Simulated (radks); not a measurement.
All-electron atom: Rh+ in [Kr] 4d8. Method: Dirac Kohn-Sham, PBE, spin-unpolarised, spherical densities, finite nucleus; open shells are shared between the two j in proportion to 2j + 1; Fermi nuclear charge, rms radius 4.4945 fm; computed with a radial shooting solver on a logarithmic mesh with Libxc functionals.

Spin-orbit splittings of the eigenvalues, e(l+1/2) - e(l-1/2), with zeta = 2 splitting/(2l+1) and mean radii in bohr:

shell  occ.  splitting (eV)  zeta (eV)  <r> j=l-1/2  <r> j=l+1/2
2p        6           144.6      96.41       0.1203       0.1252
3p        6           24.88      16.59       0.3831       0.3938
3d       10           4.906      1.962       0.3684       0.3718
4p        6           3.886      2.591        1.062        1.093
4d        8          0.4017     0.1607        1.532        1.554
